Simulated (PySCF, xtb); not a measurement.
Pb(OMe)(NH2) (CH5NOPb), SMILES C[O][Pb][NH2] (connectivity only; charge and spin as stated), neutral, multiplicity 1.

GFN2-xTB (xtb) at its own geometry gives an orbital gap of 3.02 eV and a dipole moment of 3.68 D.

Coordinates come from a PBE0-D3(BJ)/def2-SVP optimisation. The def2 effective core potentials stand for the cores of Pb; spin–orbit coupling is left out. Other conformers were not sampled.

Q: What does PBE/def2-TZVP in PySCF give? (An estimate is asked for; the answer gives what the named calculation found.)

A: gap 3.11 eV (levels -5.44 and -2.33 eV), dipole 2.22 D.
